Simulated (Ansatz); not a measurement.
The cluster Cd4O4⁻, 8 atoms. Hardware: 4 threads of Arm Neoverse N1 on a shared host.

In the def2 sets Cd takes a core potential; there is no spin–orbit coupling. Correlated methods freeze 4 core orbitals; core or outer-core shells of Cd are correlated, in sets that lack core-valence functions.

(1) How many basis functions does each of these Ansatz runs have, and roughly what does it cost? r2SCAN-D4/def2-TZVPD, charge -1 doublet, energy, from earlier orbitals; RPA@PBE/def2-SVPD, charge -1 doublet, energy, from earlier orbitals; PBE0-D4/def2-TZVPD, charge -1 doublet, energy, from earlier orbitals; PBE-D4/def2-TZVPD, charge -1 doublet, energy and forces, from earlier orbitals; LDA (SPW92)/def2-TZVPD, charge -1 doublet, energy, from earlier orbitals; HF/def2-TZVPD, charge -1 doublet, energy, from earlier orbitals; MP2/def2-SVPD, charge -1 doublet, energy, from earlier orbitals; PBE-D4/def2-SVPD, charge -1 doublet, relaxation, 22 steps; B2PLYP/def2-TZVPD, charge -1 doublet, energy, from earlier orbitals; PBE-D4/def2-SVP, charge -1 doublet, energy with a search over starts; HF/STO-3G, charge -1 doublet, energy.

Results:

(1) Other jobs shared the machine, so times can vary by a factor of up to 3. A dash marks memory too small to be measured apart from the calling script's.

```tsv
run	functions	fitting or Cholesky vectors	wall time	peak host memory (GiB)
LDA (SPW92)/def2-TZVPD, charge -1 doublet, energy, from earlier orbitals	320	2212	10 s	0.65
PBE-D4/def2-TZVPD, charge -1 doublet, energy and forces, from earlier orbitals	320	2212	23 s	0.68
HF/STO-3G, charge -1 doublet, energy	128	1736	32 s	1.4
PBE-D4/def2-SVP, charge -1 doublet, energy with a search over starts	180	1804	34 s	0.6
r2SCAN-D4/def2-TZVPD, charge -1 doublet, energy, from earlier orbitals	320	2212	47 s	0.83
PBE0-D4/def2-TZVPD, charge -1 doublet, energy, from earlier orbitals	320	2510	49 s	1.8
RPA@PBE/def2-SVPD, charge -1 doublet, energy, from earlier orbitals	228	2228	52 s	1.2
MP2/def2-SVPD, charge -1 doublet, energy, from earlier orbitals	228	2228	72 s	1.2
HF/def2-TZVPD, charge -1 doublet, energy, from earlier orbitals	320	2510	72 s	1.7
B2PLYP/def2-TZVPD, charge -1 doublet, energy, from earlier orbitals	320	2510	88 s	1.8
PBE-D4/def2-SVPD, charge -1 doublet, relaxation, 22 steps	228	1988	4 min	–
```
